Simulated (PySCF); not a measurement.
A structure optimised at PBE-D3(BJ)/def2-SVP, used in a PySCF frequency run:

```
Si
F 1 1.6544
O 1 1.6743 2 106.05
H 3 0.9730 1 113.87 2 32.48
N 1 1.7139 2 115.22 3 -115.75
H 5 1.0208 1 121.47 2 -74.85
H 5 1.0228 6 112.36 1 -154.22
Si 1 2.3438 2 105.56 3 123.07
H 8 1.5049 1 110.78 2 -169.43
H 8 1.5058 9 108.60 1 -121.96
H 8 1.5077 9 108.28 10 -117.16
```
Charge 0, spin multiplicity 1.

**Question.** Write its SMILES and formula.

**Answer.** N[Si@@](O)(F)[SiH3], FH6NOSi2

**Question.** What are its rotational constants (standard atomic weights)?

**Answer.** 3.5962, 2.0545, 1.9548 GHz
